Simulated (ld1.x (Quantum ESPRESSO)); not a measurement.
**P: variants of one ultrasoft potential**

Base potential:

```json
{
  "Element": "P (Z = 15)",
  "Generator": "ld1.x (Quantum ESPRESSO) 7.5",
  "Type": "ultrasoft",
  "Functional": "PBEsol",
  "Relativity": "scalar-relativistic",
  "Frozen core": "[Ne]",
  "Valence charge": "5",
  "Reference configuration": "3s2 3p3",
  "Partial waves": "3s (bound): rcut 1.05, rcutus 1.40 bohr; 3s channel at -0.05 Ry: rcut 1.05, rcutus 1.40 bohr; 3p (bound): rcut 1.60, rcutus 1.70 bohr; 3p channel at 4.95 Ry: rcut 1.60, rcutus 1.70 bohr; 3d channel at 0.35 Ry: rcut 1.20, rcutus 1.45 bohr; 3d channel at 1.95 Ry: rcut 1.20, rcutus 1.45 bohr",
  "Local potential": "all-electron potential smoothed inside 1.60 bohr (lloc = -1)",
  "Core correction": "a·sin(br)/r model core inside 1.15 bohr",
  "Augmentation charge": "built from norm-conserving waves at rcut, not smoothed further"
}
```

Cutoffs, loose and tight: the cutoffs (Ry, on a coarse ladder) from which the occupation-weighted sum of valence levels, in a spherical-Bessel basis at the reference potential, stays within 10 and 1 mRy of its value at 400 Ry. They do not see the model core or the augmentation charge, which bear on the density cutoff. Test errors are all-electron minus pseudo excitation energies from the reference, over the configurations 3s2 3p2; 3s2 3p1; 3s2 3p0; 3s2 3p2.5; 3s1 3p3; 3s2 3p3.3; 3s1 3p0. A dash means not determined; rows that change the core or the reference have their own tests. The largest error is taken over the tests solved by every variant that gives reliable tests at all: 3s2 3p0; 3s2 3p2; 3s2 3p2.5.

Cutoffs are not given where the Bessel-basis levels miss the radial ones by over 6 mRy, ghosts where they miss by over 20 mRy; a channel whose overlap is not positive is not tested.

| change | outcome | bound ghosts | largest test error (meV) |
| --- | --- | --- | --- |
| base | generated | not determined | +45 |
| waves 3s (bound): rcut 0.88, rcutus 0.94 bohr; 3s channel at -0.05 Ry: rcut 0.88, rcutus 0.94 bohr | failed: chargeps: negative rho | – | – |
| waves 3s (bound): rcut 1.00, rcutus 1.06 bohr; 3s channel at -0.05 Ry: rcut 1.00, rcutus 1.06 bohr | failed: chargeps: negative rho | – | – |
| waves 3s (bound): rcut 1.05, rcutus 1.20 bohr; 3s channel at -0.05 Ry: rcut 1.05, rcutus 1.20 bohr | failed: chargeps: negative rho | – | – |
| waves 3s (bound): rcut 1.05, rcutus 1.26 bohr; 3s channel at -0.05 Ry: rcut 1.05, rcutus 1.26 bohr | failed: chargeps: negative rho | – | – |
| waves 3s (bound): rcut 1.05, rcutus 1.42 bohr; 3s channel at -0.05 Ry: rcut 1.05, rcutus 1.42 bohr | generated | not determined | +45 |
| waves 3s (bound): rcut 1.05, rcutus 1.56 bohr; 3s channel at -0.05 Ry: rcut 1.05, rcutus 1.56 bohr | generated | not determined | +45 |
| waves 3s (bound): rcut 1.05, rcutus 1.72 bohr; 3s channel at -0.05 Ry: rcut 1.05, rcutus 1.72 bohr | generated | not determined | +45 |
| waves 3s (bound): rcut 1.05, rcutus 1.80 bohr; 3s channel at -0.05 Ry: rcut 1.05, rcutus 1.80 bohr | generated | not determined | +46 |
| waves 3s (bound): rcut 1.05, rcutus 1.96 bohr; 3s channel at -0.05 Ry: rcut 1.05, rcutus 1.96 bohr | generated | not determined | +47 |
| waves 3s (bound): rcut 1.05, rcutus 2.08 bohr; 3s channel at -0.05 Ry: rcut 1.05, rcutus 2.08 bohr | generated | not determined | +49 |

Reading the sweep of the s radius (base included, trends over the rows without a ghost): The generation fails at 0.94, 1.06, 1.2, 1.26 bohr.
